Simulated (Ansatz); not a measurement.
Coupled-cluster diagnostics for Cu₄Ag⁻, Ansatz.

Geometry of the singlet (PBE-D4/def2-SVPD):

Cartesian coordinates in Å:
```
Ag 0.961 1.402 -0.934
Cu -0.537 -0.606 -0.949
Cu 1.505 -0.991 0.133
Cu -0.580 -0.942 1.360
Cu -1.349 1.138 0.390
```

In the def2 sets Ag takes a core potential; there is no spin–orbit coupling. Correlated methods freeze 36 core orbitals; core or outer-core shells of Ag are correlated, in sets that lack core-valence functions. No other spin state of charge -1 was run. Another isomer (singlet) lies 0.32 eV lower at PBE0-D4/def2-TZVPD; other spin states weren't run for this one.

(1) Estimate the CCSD(T) correlation energy, the shares of MP2 and (T), T1 and the reference's ⟨S²⟩ for: charge -1, singlet, own geometry in def2-SVPD; and the rough time on 4 threads of Arm Neoverse V1 on a shared host.

Answers

(1) 
| state | basis | correlation (eV) | MP2 share (%) | (T) share (%) | T1 | ⟨S²⟩ (pure) | wall time | remarks |
| --- | --- | --- | --- | --- | --- | --- | --- | --- |
| charge -1, singlet, own geometry | def2-SVPD | -44.346 | 105.0 | 5.8 | 0.029 | 0.00 (0.00) | 2.5 min | restricted SCF unstable |
Customary marks for T1 are 0.02 (closed shells), 0.045 (open shells) and about 0.05 (3d metals). T1 exceeds 0.02 in 1 of 1 rows and 0.045 in 0; the higher it lies, the less the single-reference result can be trusted.
